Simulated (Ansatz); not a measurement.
A nudged elastic band was laid between two geometries of H₄OSn (6 atoms, charge 0, multiplicity 1).

These are results of RKS B3LYP-D4/def2-SVPD in Ansatz 0.2.0, not measurements.

| Property | Result |
| --- | --- |
| movable images | 7 |
| climbing image | yes |
| spring | 5.0 eV/Å² |
| optimiser | quadratic models (default) |
| start path | through a guess of the saddle point |
| force threshold | 0.05 eV/Å |
| iteration limit | 60 |
| end points | relaxed |

Initial state:

```xyz
6
Properties=species:S:1:pos:R:3
Sn 0.350 -0.015 0.011
O 0.751 -0.125 1.984
H -0.030 -0.176 2.548
H 1.913 0.051 -0.676
H -0.570 1.407 -0.275
H -0.523 -1.424 -0.442
```

Final state:

```xyz
6
Properties=species:S:1:pos:R:3
Sn 0.036 0.456 -0.908
O 1.249 0.104 1.260
H 0.547 -0.043 1.909
H 1.814 -0.679 1.285
H -1.197 1.100 0.228
H -0.560 -1.220 -0.624
```

(1) What changes between the two ends?

(2) Give the energies along the band, and the barrier.

(3) What is the geometry of the highest image?

Results:

(1) Bonds broken: Sn1–H4. Bonds formed: O2–H4.

(2) The run converged. The highest image is number 4 of 0 to 8, 188.5 kJ/mol above the first end and 182.9 kJ/mol above the last; the last end lies 5.6 kJ/mol above the first. Neighbouring images differ by up to 1.5 eV, so the band resolves the path poorly. A vibrational analysis at the climbing image gives one clearly imaginary mode, 1320i cm⁻¹: a first-order saddle point. The orbitals stay closed-shell, which can raise the energy where a bond breaks towards radicals; this wasn't checked here.

| image | path coordinate (Å) | energy (kJ/mol) | Sn1–H4 (Å) | O2–H4 (Å) |
| --- | --- | --- | --- | --- |
| 0 | 0.00 | 0.0 | 1.71 | 2.91 |
| 1 | 0.66 | 0.9 | 1.71 | 2.99 |
| 2 | 1.32 | 1.3 | 1.71 | 2.94 |
| 3 | 1.98 | 67.2 | 1.69 | 2.27 |
| 4 | 2.64 | 188.5 | 1.78 | 1.52 |
| 5 | 3.25 | 41.7 | 2.28 | 0.99 |
| 6 | 3.87 | 9.0 | 2.92 | 0.96 |
| 7 | 4.49 | 6.3 | 3.05 | 0.97 |
| 8 | 5.11 | 5.6 | 3.04 | 0.97 |

(3) 
```xyz
6
Properties=species:S:1:pos:R:3
Sn 0.209 0.033 -0.372
O 0.858 0.201 1.750
H 0.769 -0.614 2.268
H 1.735 -0.048 0.535
H -0.772 1.441 -0.615
H -0.910 -1.294 -0.414
```

Time of the run: 73 s on 2 threads of Intel(R) Xeon(R) 6975P-C (Granite Rapids), with other jobs on the host, peak memory 0.19 GiB.
